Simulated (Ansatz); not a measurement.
A nudged elastic band was laid between two geometries of BrCl2H2In (6 atoms, charge 0, multiplicity 1).

All numbers below come from Ansatz 0.2.0, RKS PBE0-D4/def2-SVP.

```
movable images  : 7
climbing image  : yes
spring          : 5.0 eV/Å²
optimiser       : quadratic models (default)
start path      : through a guess of the saddle point
force threshold : 0.05 eV/Å
iteration limit : 60
end points      : relaxed
```

Image 0:

```xyz
6
Properties=species:S:1:pos:R:3
In -0.491 0.089 -0.821
H 0.693 1.197 -1.356
Cl -0.479 -2.188 -1.397
Cl -2.549 0.738 0.107
H 1.976 0.493 1.578
Br 0.851 -0.328 1.888
```

Image 8:

```xyz
6
Properties=species:S:1:pos:R:3
In -0.620 -0.519 0.192
H 1.170 1.163 -0.805
Cl -0.172 -1.927 -1.604
Cl -2.288 1.084 -0.053
H 1.442 1.070 -0.096
Br 0.467 -0.871 2.367
```

Problem. What changes between the two ends?

Solution. Bonds broken: In1–H2, H5–Br6. Bonds formed: H2–H5. BrCl2H2In becomes BrCl2In + H2.

Problem. Give the energies along the band, and the barrier.

Solution. It converged. The highest image is number 4 of 0 to 8, 58.6 kJ/mol above the first end and 128.4 kJ/mol above the last; the last end lies 69.8 kJ/mol below the first. A vibrational analysis at the climbing image gives one clearly imaginary mode, 999i cm⁻¹: a first-order saddle point. The orbitals stay closed-shell, which can raise the energy where a bond breaks towards radicals; this wasn't checked here.

```
image  path coordinate (Å)  energy (kJ/mol)  In1–H2 (Å)  H5–Br6 (Å)  H2–H5 (Å)
    0                 0.00              0.0        1.71        1.43       3.28
    1                 0.44              2.5        1.71        1.43       2.70
    2                 0.88             11.6        1.72        1.43       2.15
    3                 1.32             29.7        1.75        1.46       1.63
    4                 1.76             58.6        1.87        1.67       1.13
    5                 2.16              8.9        2.08        2.04       0.85
    6                 2.57            -46.6        2.36        2.41       0.78
    7                 2.97            -66.6        2.59        2.85       0.77
    8                 3.37            -69.8        2.65        3.28       0.77
```

Problem. What is the geometry of the highest image?

Solution. 
```xyz
6
Properties=species:S:1:pos:R:3
In -0.485 -0.135 -0.399
H 1.023 0.966 -0.497
Cl -0.327 -2.131 -1.582
Cl -2.493 0.968 -0.006
H 1.271 0.610 0.546
Br 1.011 -0.277 1.939
```

Problem. What are the harmonic wavenumbers there?

Solution. 999i, 60, 82, 103, 211, 325, 360, 404, 954, 958, 1274, 1582 cm⁻¹.

Time of the run: 2.2 min on 2 threads of Intel(R) Xeon(R) 6975P-C (Granite Rapids), with other jobs on the host, peak memory 0.33 GiB.
